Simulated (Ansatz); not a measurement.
`[NH2][Ti]([OH])([F])[Cl]` at its PBE0-D4/def2-TZVP geometry, where that method's forces vanish. The species carries charge 0 and has multiplicity 1.

```json
{"atom": "N1", "x (Å)": "-0.331", "y (Å)": "1.251", "z (Å)": "-0.595"}
{"atom": "Ti2", "x (Å)": "0.038", "y (Å)": "-0.221", "z (Å)": "0.471"}
{"atom": "O3", "x (Å)": "0.756", "y (Å)": "-1.439", "z (Å)": "-0.584"}
{"atom": "F4", "x (Å)": "1.071", "y (Å)": "0.283", "z (Å)": "1.803"}
{"atom": "Cl5", "x (Å)": "-1.835", "y (Å)": "-0.996", "z (Å)": "1.368"}
{"atom": "H6", "x (Å)": "-0.339", "y (Å)": "1.233", "z (Å)": "-1.605"}
{"atom": "H7", "x (Å)": "-0.578", "y (Å)": "2.166", "z (Å)": "-0.243"}
{"atom": "H8", "x (Å)": "1.218", "y (Å)": "-2.276", "z (Å)": "-0.615"}
```

Q: For each bond, give half the difference of the two atoms' forces along it (eV/Å; positive pushes the atoms apart) under PBE-D4, r2SCAN-D4, B3LYP-D4, ωB97M-V in def2-TZVPP. (Estimate.)

A: Computed: 
| bond | length (Å) | PBE-D4 | r2SCAN-D4 | B3LYP-D4 | ωB97M-V |
| --- | --- | --- | --- | --- | --- |
| N1–Ti2 | 1.854 | 0.14 | 0.18 | 0.15 | -0.03 |
| N1–H6 | 1.010 | 0.13 | -0.06 | -0.08 | -0.02 |
| N1–H7 | 1.011 | 0.14 | -0.05 | -0.08 | -0.02 |
| Ti2–O3 | 1.765 | 0.16 | 0.19 | 0.19 | 0.05 |
| Ti2–F4 | 1.759 | 0.30 | 0.10 | 0.22 | 0.08 |
| Ti2–Cl5 | 2.218 | 0.01 | 0.02 | 0.09 | 0.09 |
| O3–H8 | 0.957 | 0.22 | -0.08 | -0.11 | -0.07 |

B3LYP here is the variant with VWN-RPA as its local correlation; programs differ in this.
